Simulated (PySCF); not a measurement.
A series of substituents X on one scaffold: silaethenyl-X. Gas-phase values, no solvent. One relaxed conformer stands for each flexible species; it need not be the lowest. Strings in code marks are SMILES.

Computed with ωB97X-D3(BJ)/def2-TZVP // PBE0-D3(BJ)/def2-TZVP in PySCF. 

A: X = formyl (`C=[SiH]C=O` (C–Si–C–O torsion 0°))
B: X = thioformyl (`C=[SiH]C=S` (C–Si–C–S torsion 0°))
C: X = methylthio
D: X = dimethylamino (`C=[SiH]N(C)C` (C–Si–N–C torsion 180°))

Q: Which member has the lowest HOMO?

A: A (-9.09 eV); next is B (-8.84 eV).
